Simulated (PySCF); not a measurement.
Compound: C3H7FO3S.
SMILES with atom numbers: `[CH3:1][C@H:2]([F:3])[CH2:4][S:5](=[O:6])(=[O:7])[OH:8]` (hydrogens: H9, H10, H11 on C1; H12 on C2; H13, H14 on C4; H15 on O8)

Computed geometry: GFN2-xTB, gas phase.

(1) Give the optimised bond lengths and angles.

Results:

(1) 
```csv
bond,length (Å)
C1–C2,1.516
C2–F3,1.387
C2–C4,1.516
C4–S5,1.802
S5=O6,1.430
S5=O7,1.423
S5–O8,1.615
"C1–H9, C1–H10, C1–H11",1.086
C2–H12,1.096
C4–H13,1.087
C4–H14,1.086
O8–H15,0.959
```

Bonds in one row agree within 0.01 Å and their mean is given. A selection of angles:
```csv
angle,degrees
C1–C2–F3,109.4
C1–C2–C4,112.4
F3–C2–C4,108.4
C2–C4–S5,108.4
C4–S5–O6,109.9
C4–S5–O7,109.9
C4–S5–O8,101.4
O6–S5–O7,119.2
O6–S5–O8,106.3
O7–S5–O8,108.6
H15–O8–S5,109.4
```

Torsions: C1–C2–C4–S5 -68° (synclinal); C2–C4–S5–O6 -161° (antiperiplanar); H15–O8–S5–C4 117° (anticlinal).

S5 (sulfonyl sulfur) is distorted tetrahedral (angles from 101.4° to 119.2°). Of the pairs four or more bonds apart, O8···H11 is among the closest relative to their van der Waals radii: 2.42 Å, 89 % of the sum of Bondi's values. The O–S distances run from 1.423 Å (S5=O7, drawn double) to 1.615 Å (S5–O8, drawn single), a spread of 0.192 Å.

Point group: C1 (no symmetry element, even within 0.4 Å). No GFN2-xTB frequencies stand behind this structure, so it isn't proved a minimum. One conformer, not necessarily the lowest (C1–C2–C4–S5 -68°, C2–C4–S5–O6 -161°, C4–S5–O8–H 117°).
